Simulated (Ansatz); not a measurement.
System: iodine monochloride, ICl (charge 0, singlet). 
Coordinates optimised at B3LYP-D3(BJ)/def2-TZVP (Ansatz, a first-principles code):
SMILES: ClI
```xyz
2

Cl     0.0000     0.0000    -1.7753
I      0.0000     0.0000     0.5694
```
Charge 0, spin multiplicity 1.

Quantity: vertical ionisation energy (to the doublet state of charge +1; each state is the SCF solution reached for its spin), in eV. Correlated levels leave the core frozen unless marked. UHF or UKS for open shells. No spin-orbit coupling. The frozen core is the preceding noble-gas configuration, with the filled d and f shells of earlier blocks. In def2 rows, elements after Kr have scalar-relativistic effective core potentials. Basis-set limits of correlation are two-point, X^-3; Hartree-Fock from the larger set.

```csv
level,program,vertical ionisation energy (eV)
SVWN5/def2-TZVPD,Ansatz,10.24
```

Q: What does CCSD(T)/CBS(def2-TZVPPD,def2-QZVPPD) (Ansatz) give?

A: 10.44 eV, so SVWN5/def2-TZVPD differs from it by -0.20 eV.
